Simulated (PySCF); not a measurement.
**How good is the calculation?**

Molfile (atoms numbered from 1):
```
C6H14O
     RDKit          3D

 21 20  0  0  0  0  0  0  0  0999 V2000
    2.9035   -0.1865    0.2414 C   0  0  0  0  0  0  0  0  0  0  0  0
    1.4915   -0.5303   -0.2112 C   0  0  0  0  0  0  0  0  0  0  0  0
    0.6054    0.3389    0.4583 O   0  0  0  0  0  0  0  0  0  0  0  0
   -0.7911    0.2130    0.1987 C   0  0  0  0  0  0  0  0  0  0  0  0
   -1.4237    1.2954    1.0796 C   0  0  0  0  0  0  0  0  0  0  0  0
   -1.1290    0.4870   -1.2737 C   0  0  0  0  0  0  0  0  0  0  0  0
   -1.3294   -1.1652    0.6073 C   0  0  0  0  0  0  0  0  0  0  0  0
    2.9874   -0.3112    1.3171 H   0  0  0  0  0  0  0  0  0  0  0  0
    3.6212   -0.8361   -0.2521 H   0  0  0  0  0  0  0  0  0  0  0  0
    3.1288    0.8476   -0.0030 H   0  0  0  0  0  0  0  0  0  0  0  0
    1.4141   -0.4058   -1.3008 H   0  0  0  0  0  0  0  0  0  0  0  0
    1.2714   -1.5793    0.0335 H   0  0  0  0  0  0  0  0  0  0  0  0
   -1.0298    2.2683    0.7999 H   0  0  0  0  0  0  0  0  0  0  0  0
   -1.1729    1.1126    2.1205 H   0  0  0  0  0  0  0  0  0  0  0  0
   -2.5037    1.2995    0.9663 H   0  0  0  0  0  0  0  0  0  0  0  0
   -0.7817   -0.3191   -1.9163 H   0  0  0  0  0  0  0  0  0  0  0  0
   -2.2060    0.5739   -1.3899 H   0  0  0  0  0  0  0  0  0  0  0  0
   -0.6649    1.4170   -1.5939 H   0  0  0  0  0  0  0  0  0  0  0  0
   -0.9775   -1.9420   -0.0678 H   0  0  0  0  0  0  0  0  0  0  0  0
   -1.0071   -1.4047    1.6178 H   0  0  0  0  0  0  0  0  0  0  0  0
   -2.4154   -1.1562    0.5781 H   0  0  0  0  0  0  0  0  0  0  0  0
  1  2  1  0
  2  3  1  0
  3  4  1  0
  4  5  1  0
  4  6  1  0
  4  7  1  0
  1  8  1  0
  1  9  1  0
  1 10  1  0
  2 11  1  0
  2 12  1  0
  5 13  1  0
  5 14  1  0
  5 15  1  0
  6 16  1  0
  6 17  1  0
  6 18  1  0
  7 19  1  0
  7 20  1  0
  7 21  1  0
M  END
```

The experiment to reproduce: δ 13C C2 56.8; C1 16.4 ppm (measured; solution, not stated per compound (mostly CDCl3 or CCl4); Pretsch, Buehlmann, Badertscher, Structure Determination of Organic Compounds, 4th ed. (2009)).
δ 17O O3 40.5 ppm (measured; liquid, neat; K. Matsuzaki, S. Hayashi, W. Nakanishi, RSC Adv. 2024, ESI (observed values from its refs S1-S5)).

Theoretical values (PySCF 2.14): NMR shieldings at PBE0/pcSseg-1/GIAO, GFN2-xTB structure. No relativistic terms, equivalent nuclei averaged, no solvent model, single conformer.

(1) How close does the calculation come?

(2) How far are the unscaled 13C shifts from the references?

## Answers

(1) 
Reference values: measured (solution, not stated per compound (mostly CDCl3 or CCl4); Pretsch, Buehlmann, Badertscher, Structure Determination of Organic Compounds, 4th ed. (2009)).
```json
{"atoms": "C2", "quantity": "δ 13C", "reference": "56.8", "computed": "60.5", "computed, scaled": "57.0"}
{"atoms": "C1", "quantity": "δ 13C", "reference": "16.4", "computed": "18.6", "computed, scaled": "16.1"}
```

Reference values: measured (liquid, neat; K. Matsuzaki, S. Hayashi, W. Nakanishi, RSC Adv. 2024, ESI (observed values from its refs S1-S5)).
```tsv
atoms	quantity	reference	computed	computed, scaled
O3	δ 17O vs H2O	40.5	–	46.4
```

Computed shifts are σ(ref) − σ with the named reference compound (TMS for H and C) calculated as an isolated molecule at the same level. The measured values may be among those fitted. Shieldings were converted by linear fits to measured shifts (mostly CDCl3, TMS scale, for H and C): 13C (scatter 2.1 ppm rms, 2.3 ppm with the 2 outliers that the fit left out); 17O (scatter 11.6 ppm rms vs liquid water, solution or neat liquid). Occasional misses reach two or three times the rms, and more in compound classes unlike the fitted ones.

(2) Mean signed difference +2.95 ppm, mean absolute 2.95 ppm over 2 comparisons; the largest is +3.7 ppm at C2 (sp3 CH2 bonded to O).
